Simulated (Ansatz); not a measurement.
Program: Ansatz. Geometries: PBE0-D4/def2-TZVP. ΔE: electronic, gas phase. CCSD(T)/CBS adds triple-zeta CCSD(T) − MP2 to the extrapolated MP2 energy (def2 sets, frozen cores). This one scheme is used for every species. Functionals use def2-TZVPP. HSE06 is defined as in plane-wave codes. For Br outer-core shells are correlated without core-valence functions, which leaves a few kJ/mol of doubt a bond. Scalar relativity is left out up to krypton. One conformer a species, not always the lowest.

Reaction (ligand exchange at a B–O bond): `NB(O)O[SiH3]` + HBr → `NB(Br)O[SiH3]` + H₂O

`NB(O)O[SiH3]`:

Cartesian coordinates in Å:
```
N -1.776 0.999 0.431
B -0.588 0.463 -0.107
O -0.096 0.785 -1.352
O 0.131 -0.432 0.640
Si 1.535 -1.217 0.291
H -2.092 0.732 1.346
H -2.370 1.658 -0.034
H -0.623 1.413 -1.846
H 1.847 -2.064 1.468
H 1.385 -2.080 -0.908
H 2.647 -0.256 0.070
```

HBr:

```xyz
2

Br    0.356    0.163    0.592
H    -0.356   -0.163   -0.592
```

`NB(Br)O[SiH3]`:

Cartesian coordinates in Å:
```
N 1.232 -1.587 0.848
B 0.542 -0.403 0.614
Br 0.648 1.012 1.964
O -0.190 -0.209 -0.506
Si -1.103 1.056 -1.059
H 1.780 -1.748 1.673
H 1.212 -2.346 0.188
H -1.643 0.620 -2.368
H -2.216 1.340 -0.120
H -0.262 2.265 -1.234
```

H₂O:

Cartesian coordinates in Å:
```
O -0.376 -0.029 -0.098
H 0.384 -0.330 -0.602
H -0.008 0.359 0.699
```

Problem. Is it downhill or uphill in electronic energy at CCSD(T)/CBS, and by how much? (Best estimate.)

Solution. Computed: Uphill: ΔE = +5.7 kcal/mol.

Problem. What do these levels give: r2SCAN, HSE06, CAM-B3LYP, MP2/def2-TZVPP, SCS-MP2/def2-TZVPP, MP2/def2-QZVPP? (Best estimate.)

Solution. The calculation gave: r2SCAN 7.3, HSE06 6.8, CAM-B3LYP 10.0, MP2/def2-TZVPP 5.2, SCS-MP2/def2-TZVPP 6.6, MP2/def2-QZVPP 4.4 kcal/mol.

Largest T1 diagnostic among the species: 0.011.

In def2-TZVPP, CCSD(T) changes the Hartree–Fock value by −3.9 kcal/mol (the triples alone add −0.8 kcal/mol) and MP2 by −5.8 kcal/mol. The D4 term adds −1.5 kcal/mol with B3LYP and −0.8 kcal/mol with PBE0; it sums over pairs of atoms, weighted by their polarisabilities, and B3LYP, whose exchange is more repulsive, gets the larger term.

B3LYP here is the variant with VWN-RPA as its local correlation; programs differ in this.
